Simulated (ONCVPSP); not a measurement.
**Before and after: ONCV potential for copper (Cu)**

Cu, optimised norm-conserving Vanderbilt (ONCV), made with ONCVPSP 4.0.1 (PBE, scalar-relativistic). Core [Ne], reference 3s2 3p6 3d10 4s0.5 (charge +0.5). Waves: 3s+4s: rc 1.25 bohr, ncon 4, nbas 9, qcut 10 1/bohr, 2 projectors; 3p: rc 1.10 bohr, ncon 4, nbas 8, qcut 15.4 1/bohr, 2 projectors, debl 0.8 Ha; 3d: rc 0.75 bohr, ncon 4, nbas 9, qcut 12.4 1/bohr, 2 projectors, debl 1.1 Ha. Local part: polynomial inside 0.70 bohr (lpopt 5, dvloc0 6 Ha). Core correction: none.

In the p channel the program set the typed energies aside and used -2.802, 0.250 Ha.

Change: s: rc 1.54.

Cutoffs: the cutoffs (Ha) at which the residual kinetic energy of the hardest occupied pseudo-wave falls to 1 and 0.1 mHa per electron; they do not see the model core or the augmentation charge, which bear on the density cutoff. Errors are all-electron minus pseudo energies relative to the spin-unpolarised reference configuration.

Q: Predict the effect on cutoff, ghosts and configuration errors.

A: The potential gets neither clearly harder nor softer (518 Ha and 597 Ha → 518 Ha and 597 Ha); the d channel sets the loose cutoff, while the largest relative change is in s, which becomes softer; the errors of the 3 common tests hardly move; neither file shows a bound ghost.

| quantity | base | changed |
| --- | --- | --- |
| cutoff, loose | 518 Ha | 518 Ha |
| cutoff, tight | 597 Ha | 597 Ha |
| loose cutoff by channel | s 32 Ha, p 49 Ha, d 518 Ha | s 18 Ha, p 49 Ha, d 518 Ha |
| bound ghosts | none | none |
| GHOST(+) flags under 300 eV | none | none |
| tests with a reliable result | 3 of 4 | 3 of 4 |
| error for 3s2 3p6 3d10 4s0, meV [ΔE 4.99 eV] | +0.1 | 0.0 |
| error for 3s2 3p6 3d9 4s0, meV [ΔE 26.32 eV] | 0.0 | 0.0 |
| error for 3s2 3p6 3d10 4s0 4p1, meV [ΔE 0.97 eV] | -0.3 | -0.4 |
| p: phases at 1.12 bohr within 0.05 rad from the reference energy up to (Ha; the scan ends near 5) | to the end of the scan | to the end of the scan |
| d: phases at 0.76 bohr within 0.05 rad from the reference energy up to (Ha; the scan ends near 5) | to the end of the scan | to the end of the scan |
